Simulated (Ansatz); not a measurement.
Ideal-gas functions of O$_{2}$Ti, SMILES `[O]=[Ti]=[O]` at 800 K and 1 bar, from an Ansatz frequency run at PBE0-D4/def2-TZVP.

Molar mass 79.86 g/mol, point group C2v (symmetry number 2), electronic degeneracy 1, moments of inertia 15.976, 58.109, 74.085 u Å². Harmonic wavenumbers (cm⁻¹, unscaled): 349, 1011, 1060.

Use S(trans) = R[1.5 ln M + 2.5 ln T − 1.1517]; rotational temperatures θ = 24.2544 K / I; S(rot) = R[ln(√π/σ · √(T³/θAθBθC)) + 1.5]; for each mode x = 1.438777 ν̃/T, S = R[x/(eˣ − 1) − ln(1 − e⁻ˣ)] and H = RT x/(eˣ − 1); 1 cm⁻¹ = 0.0119627 kJ/mol; R = 8.31446 J/(mol·K).

Question: By hand: the entropy, in J/(mol·K).

Answer: Translation 184.0. Rotation: θ = 1.5182, 0.4174, 0.3274 K, giving 101.4. Vibration, mode by mode: 12.32, 4.40, 4.10, in all 20.8. Electronic 0.0. Sum 306.2 J/(mol·K).

Question: By hand: H − E and G − E in kJ/mol, counted from the electronic energy.

Answer: Zero-point energy ½ × 2420 × 0.0119627 = 14.5; thermal vibration 9.3; translation, rotation and pV give 4 RT = 26.6. H − E = 50.4 kJ/mol, and G − E = 50.4 − 800 × 306.2/1000 = -194.6 kJ/mol.

Vibration gives 7 % of the entropy.
